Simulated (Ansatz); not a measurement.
A structure relaxed at r2SCAN-D4/def2-TZVP in Ansatz, charge 0, singlet:

```xyz
5

Hg   -0.0122    0.1059    0.1688
O     1.3442   -1.0000    1.0660
H     2.0482   -1.1829    0.4307
O    -1.3796    1.3062   -0.5776
H    -2.0005    0.7708   -1.0879
```

Task: Give its formula, name or SMILES and point group.

Result: Hg(OH)2 (HgO2H2). Point group C2 (tolerance 0.1 Å).

Task: Summarise the bond lengths by kind (pairs closer than 1.2 times the sum of covalent radii, bridged metal pairs left out).

Result: 2 × Hg–O 1.97 Å; 2 × H–O 0.97 Å. The metal has 2 neighbours: O 1.97 Å, O 1.97 Å.

In the def2 sets Hg takes a core potential; there is no spin–orbit coupling.
